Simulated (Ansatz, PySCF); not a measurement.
Molecule: SbCl$_{2}$, net charge 0, doublet state. SMILES: [Cl][Sb][Cl]
Geometry from a B3LYP-D3(BJ)/def2-TZVP (Ansatz, a first-principles code) optimisation:
```
Sb
Cl 1 2.3629
Cl 1 2.3629 2 98.97
```
Charge 0, spin multiplicity 2.

Property: size of the dipole moment, in D. Terms: spin-orbit terms left out; LANL2DZ with its own core potentials from Na on; open shells spin-unrestricted; 6-31G* and kin with 6d, 5d where marked; STO-3G and 3-21G all-electron and non-relativistic; dispersion terms only where a functional's name holds one; def2 sets with scalar-relativistic core potentials past Kr. First-principles rows: single points at B3LYP-D3(BJ) geometries (Ansatz).

| level | program | size of the dipole moment (D) |
|---|---|---|
| SVWN5/6-31G* with LANL2DZ past Ar | Ansatz | 2.87 |
| PBE/STO-3G | Ansatz | 2.13 |
| PBE/3-21G | Ansatz | 3.16 |
| PBE/def2-SVP | Ansatz | 2.46 |
| PBE/6-31G* with LANL2DZ past Ar | Ansatz | 2.85 |
| BLYP/6-31G* with LANL2DZ past Ar | Ansatz | 2.87 |
| BP86/def2-SVP | PySCF | 2.46 |
| B3LYP/STO-3G | Ansatz | 2.38 |
| B3LYP/3-21G | Ansatz | 3.47 |
| B3LYP/LANL2DZ | Ansatz | 3.57 |
| B3LYP/def2-SVP | Ansatz | 2.67 |
| B3LYP/6-31G* with LANL2DZ past Ar | Ansatz | 3.18 |
| PBE0/6-31G* with LANL2DZ past Ar | Ansatz | 3.23 |
| M06-2X/6-31G* with LANL2DZ past Ar (5d) | PySCF | 3.56 |

No value to compare with is used here. The 14 habitual levels span 2.13 (PBE/STO-3G) to 3.57 D (B3LYP/LANL2DZ).

The levels are drawn from those run, B3LYP/6-31G* more often than the rest, none by its result; left out are runs that failed, that the program found above a lower state of the same kind, or whose <S^2> lies over 0.5 above the pure value.
